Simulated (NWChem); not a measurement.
System: C2H4AuN; SMILES [N](->[AuH])#CC

Here is an NWChem input.

```
start job
memory heap 200 mb stack 900 mb global 1100 mb
geometry units angstroms
  Au    -0.347308    -0.075048    -0.402599
  H     -1.358024     0.086574    -1.418037
  C      2.388855     0.859322     2.910525
  C      1.608781     0.305153     1.847379
  N      0.994917    -0.165765     0.996435
  H      2.189631     1.928236     2.990343
  H      3.448944     0.704891     2.708820
  H      2.126722     0.373257     3.850382
end
basis spherical
  * library def2-svp
end
ecp
  Au library def2-ecp
end
dft
  xc xpbe96 cpbe96
  disp vdw 4
  iterations 150
end
driver
  maxiter 120
end
task dft optimize
dft
  grid fine
  convergence energy 1d-8 density 1d-7
end
task dft freq numerical
```

Excerpt of the output:

```
             Northwest Computational Chemistry Package (NWChem) 7.3.0
             --------------------------------------------------------

 C1  symmetry detected

                             Geometry "geometry" -> ""
                             -------------------------

 Output coordinates in angstroms (scale by  1.889725989 to convert to a.u.)

  No.       Tag          Charge          X              Y              Z
 ---- ---------------- ---------- -------------- -------------- --------------
    1 Au                  79.0000     0.01255794    -0.69100437    -0.00000151
    2 H                    1.0000     0.42810246    -2.07162218     0.00023696
    3 C                    6.0000     0.21857906     3.70148708     0.00001014
    4 C                    6.0000    -0.11936378     2.31163357     0.00002348
    5 N                    7.0000    -0.41908755     1.20128942     0.00001761
    6 H                    1.0000     1.29864043     3.81431193     0.09684115
    7 H                    1.0000    -0.27174802     4.19984091     0.83639841
    8 H                    1.0000    -0.10875122     4.15906508    -0.93368218

 Effective nuclear repulsion energy (a.u.)     407.7299316749

                                Z-matrix (autoz)
                                --------

 Units are Angstrom for bonds and degrees for angles

      Type          Name      I     J     K     L     M      Value
      ----------- --------  ----- ----- ----- ----- ----- ----------
    1 Stretch                  1     2                       1.44180
    2 Stretch                  1     5                       1.94090
    3 Stretch                  3     4                       1.43035
    4 Stretch                  3     6                       1.09025
    5 Stretch                  3     7                       1.09010
    6 Stretch                  3     8                       1.09009
    7 Stretch                  4     5                       1.15009
    8 Bend                     1     5     4               152.04404
    9 Bend                     2     5     4               150.38132
   10 Bend                     3     5     1               152.84224
   11 Bend                     4     3     6               109.54905
   12 Bend                     4     3     7               109.75142
   13 Bend                     4     3     8               109.69048
   14 Bend                     5     3     6               110.18800
   15 Bend                     5     3     7               109.37918
   16 Bend                     5     3     8               109.42260
   17 Bend                     6     3     7               109.27745
   18 Bend                     6     3     8               109.27519
   19 Bend                     7     3     8               109.28161
   20 Torsion                  1     5     3     6          -5.43160
   21 Torsion                  1     5     3     7        -125.57811
   22 Torsion                  1     5     3     8         114.73948
   23 Torsion                  3     4     1     5        -179.99698
   24 Torsion                  2     1     4     5        -179.95905
   25 Torsion                  3     6     4     5        -179.71594
   26 Torsion                  3     7     4     5        -177.68939
   27 Torsion                  3     8     4     5         177.40736

                           NWChem Geometry Optimization
                           ----------------------------

 maximum gradient threshold         (gmax) =   0.000450
 rms gradient threshold             (grms) =   0.000300
 maximum cartesian step threshold   (xmax) =   0.001800
 rms cartesian step threshold       (xrms) =   0.001200
 fixed trust radius                (trust) =   0.300000
 source of zmatrix                         =   autoz

[...]

      ----------------------
      Optimization converged
      ----------------------

  Step       Energy      Delta E   Gmax     Grms     Xrms     Xmax
  ---- ---------------- -------- -------- -------- -------- --------
@   11    -268.88620186 -3.9D-08  0.00009  0.00004  0.00003  0.00009
                                     ok       ok       ok       ok

                                Z-matrix (autoz)
                                --------

 Units are Angstrom for bonds and degrees for angles

      Type          Name      I     J     K     L     M      Value     Gradient
      ----------- --------  ----- ----- ----- ----- ----- ---------- ----------
    1 Stretch                  1     2                       1.57806    0.00009
    2 Stretch                  1     5                       2.08191    0.00009
    3 Stretch                  3     4                       1.45173    0.00007
    4 Stretch                  3     6                       1.10832    0.00002
    5 Stretch                  3     7                       1.10841    0.00004
    6 Stretch                  3     8                       1.10840    0.00004
    7 Stretch                  4     5                       1.16815    0.00006
    8 Bend                     1     5     4               179.98660   -0.00002
    9 Bend                     2     5     4               179.99587    0.00004
   10 Bend                     3     5     1               179.94110    0.00002
   11 Bend                     4     3     6               110.23384    0.00000
   12 Bend                     4     3     7               110.10756   -0.00005
   13 Bend                     4     3     8               110.11194   -0.00005
   14 Bend                     5     3     6               110.29177    0.00001
   15 Bend                     5     3     7               110.07392   -0.00005
   16 Bend                     5     3     8               110.08758   -0.00005
   17 Bend                     6     3     7               108.79036    0.00004
   18 Bend                     6     3     8               108.79229    0.00004
   19 Bend                     7     3     8               108.76584    0.00003
   20 Torsion                  1     5     3     6         174.69024   -0.00000
   21 Torsion                  1     5     3     7          54.64067   -0.00002
   22 Torsion                  1     5     3     8         -65.24907    0.00002
   23 Torsion                  3     4     1     5           0.08503   -0.00000
   24 Torsion                  2     1     4     5          -0.06466    0.00000
   25 Torsion                  3     6     4     5        -179.97550    0.00000
   26 Torsion                  3     7     4     5        -179.78493    0.00001
   27 Torsion                  3     8     4     5         179.76044   -0.00002

                         Geometry "geometry" -> "geometry"
                         ---------------------------------

[...]

 Rotational Constants
 --------------------
 A=   5.149665 cm-1  (  7.409054 K)
 B=   0.037056 cm-1  (  0.053315 K)
 C=   0.037056 cm-1  (  0.053315 K)

 Temperature                      =   298.15K
 frequency scaling parameter      =   1.0000

 Zero-Point correction to Energy  =   33.039 kcal/mol  (  0.052651 au)
 Thermal correction to Energy     =   36.792 kcal/mol  (  0.058631 au)
 Thermal correction to Enthalpy   =   37.384 kcal/mol  (  0.059575 au)

 Total Entropy                    =   79.871 cal/mol-K
   - Translational                =   42.296 cal/mol-K (mol. weight = 239.0010)
   - Rotational                   =   24.926 cal/mol-K (symmetry #  =        1)
   - Vibrational                  =   12.648 cal/mol-K

 Cv (constant volume heat capacity) =   18.254 cal/mol-K
   - Translational                  =    2.979 cal/mol-K
   - Rotational                     =    2.979 cal/mol-K
   - Vibrational                    =   12.295 cal/mol-K

[normal modes left out]

 ----------------------------------------------------------------------------
 Normal Eigenvalue ||           Projected Infra Red Intensities
  Mode   [cm**-1]  || [atomic units] [(debye/angs)**2] [(KM/mol)] [arbitrary]
 ------ ---------- || -------------- ----------------- ---------- -----------
    1       -0.000 ||    0.001920           0.044         1.872       3.586
    2       -0.000 ||    0.005073           0.117         4.946       9.475
    3       -0.000 ||    0.000000           0.000         0.000       0.000
    4       -0.000 ||    0.000856           0.020         0.834       1.598
    5        0.000 ||    0.000860           0.020         0.839       1.607
    6        0.000 ||    0.003150           0.073         3.071       5.883
    7       86.540 ||    0.000262           0.006         0.255       0.489
    8       86.833 ||    0.000263           0.006         0.256       0.491
    9      243.171 ||    0.000101           0.002         0.099       0.189
   10      360.868 ||    0.001538           0.035         1.499       2.872
   11      361.060 ||    0.001533           0.035         1.494       2.862
   12      628.637 ||    0.014517           0.335        14.152      27.111
   13      628.662 ||    0.014514           0.335        14.149      27.106
   14      963.295 ||    0.002023           0.047         1.972       3.779
   15      991.535 ||    0.006633           0.153         6.467      12.389
   16      991.682 ||    0.006579           0.152         6.414      12.287
   17     1330.087 ||    0.000519           0.012         0.506       0.970
   18     1381.875 ||    0.014205           0.328        13.848      26.529
   19     1382.025 ||    0.014180           0.327        13.824      26.483
   20     2209.160 ||    0.033339           0.769        32.500      62.263
   21     2326.199 ||    0.002631           0.061         2.565       4.914
   22     2984.393 ||    0.000042           0.001         0.041       0.079
   23     3082.776 ||    0.001880           0.043         1.833       3.512
   24     3083.517 ||    0.001887           0.044         1.840       3.524
 ----------------------------------------------------------------------------
```

Level: PBE-D3(BJ)/def2-SVP with def2 effective core potentials on Au. def2 effective core potentials on Au; no spin-orbit coupling. The printed entropy takes a lower symmetry number than the molecule has.
